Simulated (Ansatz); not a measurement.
SiHMe2(NMe2) (C4H13NSi), 19 atoms. Hardware: 2 threads of AMD EPYC 7R13 on a shared host and a share (18 GiB) of an NVIDIA H100 80GB HBM3.

Correlated methods freeze 10 core orbitals.

Task: How many basis functions does each of these Ansatz runs have, and roughly what does it cost? revPBE-D4/def2-TZVP, charge 0 singlet, energy, from earlier orbitals; PBE0-D4/def2-TZVP, charge 0 triplet at the geometry of the charge 0 singlet, energy; PBE-D4/def2-TZVP, charge 1 doublet at the geometry of the charge 0 singlet, energy, from earlier orbitals; HF/6-31G, charge 0 singlet, energy; PBE-D4/def2-TZVP, charge 0 triplet at the geometry of the charge 0 singlet, energy, from earlier orbitals; CCSD(T)/def2-SVP, charge 0 singlet, energy, from earlier orbitals; PBE0-D4/def2-TZVP, charge 0 singlet, energy, from earlier orbitals; PBE0-D4/def2-SVP, charge 0 singlet, energy, from earlier orbitals; PBE-D4/def2-TZVP, charge 0 singlet, energy, from earlier orbitals; PBE-D4/def2-SVP, charge 0 singlet, relaxation, 5 steps; r2SCAN-D4/def2-TZVP, charge 0 singlet, energy and forces, from earlier orbitals; MP2/def2-TZVP, charge 0 singlet, energy, from earlier orbitals.

Result: Other jobs shared the machine, so times can vary by a factor of up to 3.

| run | functions | fitting or Cholesky vectors | wall time | peak host memory (GiB) |
| --- | --- | --- | --- | --- |
| PBE0-D4/def2-SVP, charge 0 singlet, energy, from earlier orbitals | 153 | 1754 | 1.4 s | 0.81 |
| PBE-D4/def2-TZVP, charge 1 doublet at the geometry of the charge 0 singlet, energy, from earlier orbitals | 270 | 1699 | 1.6 s | 0.85 |
| HF/6-31G, charge 0 singlet, energy | 84 | 1196 | 1.6 s | 0.77 |
| PBE0-D4/def2-TZVP, charge 0 singlet, energy, from earlier orbitals | 270 | 1715 | 1.7 s | 0.82 |
| revPBE-D4/def2-TZVP, charge 0 singlet, energy, from earlier orbitals | 270 | 1699 | 2 s | 0.81 |
| CCSD(T)/def2-SVP, charge 0 singlet, energy, from earlier orbitals | 153 | 1576 | 2 s | 0.78 |
| MP2/def2-TZVP, charge 0 singlet, energy, from earlier orbitals | 270 | 1858 | 2.2 s | 0.81 |
| PBE-D4/def2-TZVP, charge 0 singlet, energy, from earlier orbitals | 270 | 1699 | 2.2 s | 0.81 |
| PBE-D4/def2-TZVP, charge 0 triplet at the geometry of the charge 0 singlet, energy, from earlier orbitals | 270 | 1699 | 2.4 s | 0.85 |
| r2SCAN-D4/def2-TZVP, charge 0 singlet, energy and forces, from earlier orbitals | 270 | 1699 | 2.7 s | 0.85 |
| PBE0-D4/def2-TZVP, charge 0 triplet at the geometry of the charge 0 singlet, energy | 270 | 1715 | 4.1 s | 0.9 |
| PBE-D4/def2-SVP, charge 0 singlet, relaxation, 5 steps | 153 | 1754 | 4.6 s | 0.81 |
